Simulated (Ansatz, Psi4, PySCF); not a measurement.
Atom: oxygen atom, O (charge 0, triplet).

Property: electron affinity to the doublet, in eV. Terms: each state is the SCF solution reached for its charge and spin; no spin-orbit coupling; UHF or UKS for open shells; frozen cores in correlated levels; non-relativistic; six Cartesian d functions in 6-31G* and its kin unless marked 5d; 6-311+G** with 5d. CBS marks a two-point X^-3 extrapolation of the correlation energy; Hartree-Fock from the larger set. Sets without +, aug- or the D of def2-TZVPD hold no diffuse functions, which anions need.

Measured values: pymatgen's periodic table; they hold spin-orbit and core effects. 

Value to compare with, the measured value: 1.46 eV.

```csv
level,program,electron affinity to the doublet (eV),error
HF/6-31G*,Ansatz,-1.78,-3.24
HF/6-311+G**,Ansatz,-0.58,-2.04
PBE/6-31G*,Ansatz,-0.29,-1.75
PBE/6-311+G**,Ansatz,1.67,0.21
B3LYP/3-21G,Ansatz,-1.98,-3.44
B3LYP/6-31G*,Ansatz,-0.21,-1.67
B3LYP/6-311+G**,Ansatz,1.61,0.15
M06-2X/6-31G* (5d),PySCF,-0.25,-1.71
wB97X-D/6-31G*,Psi4,-0.20,-1.66
MP2/6-31G*,Ansatz,-0.61,-2.07
wB97M-V/def2-TZVPD,Ansatz,1.49,0.03
"CCSD(T)/CBS(aug-cc-pVTZ,aug-cc-pVQZ)",Ansatz,1.45,-0.01
```

Among the 10 habitual levels, B3LYP/3-21G lies farthest from the measured value (-3.44 eV) and B3LYP/6-311+G** nearest (0.15); 2 of 10 lie above it, and their mean absolute error is 1.79 eV, the median 1.73. One case shows no general order.

The levels are drawn from those run, B3LYP/6-31G* more often than the rest, none by its result; runs whose electronic state is in doubt are left out.

Ansatz is a program for electronic structure.
